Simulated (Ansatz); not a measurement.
La₄, relaxed as a singlet with RKS PBE-D4/def2-SVP in Ansatz, starting from the GFN2-xTB geometry. Force threshold 0.02 eV/Å.

In the def2 sets La takes a core potential; there is no spin–orbit coupling. The restricted singlet is unstable towards broken spin symmetry at other levels; at PBE-D4/def2-SVP this wasn't settled. At PBE-D4/def2-SVP a quintet of charge 0 lies 0.36 eV below the restricted singlet, each at its own geometry. The structure comes from a short search, and lower isomers may exist.

Start:

```csv
atom,x (Å),y (Å),z (Å)
La1,1.9224,-0.7993,1.6251
La2,-1.9207,0.7992,-1.6269
La3,0.3850,2.6156,0.0841
La4,-0.3867,-2.6155,-0.0823
```

**Question.** Estimate the energy that the relaxation releases and the steps that it takes.

**Answer.** 193.0 kJ/mol, in 45 steps; 3.3 min on 4 threads of AMD EPYC 7R43 on a shared host. The force fell under the threshold at step 7, but the optimiser went on and released 1.464 eV more. No frequencies were taken in this run, so the end may be a saddle point.

**Question.** Does the start keep its bonding and symmetry?

**Answer.** Bonds formed: La1–La2, La3–La4 (atoms count from 1). Point group D2h at the start, D2d at the end, both within 0.05 Å.

**Question.** Predict the relaxed structure.

**Answer.** 
| atom | x (Å) | y (Å) | z (Å) |
| --- | --- | --- | --- |
| La1 | 2.0211 | -0.5801 | 0.1990 |
| La2 | -0.5745 | 0.4577 | -1.9805 |
| La3 | -0.4773 | 1.8144 | 0.9696 |
| La4 | -0.9693 | -1.6919 | 0.8119 |
Bond lengths (bridged metal pairs left out): 6 × La–La 3.25 to 3.55 Å.
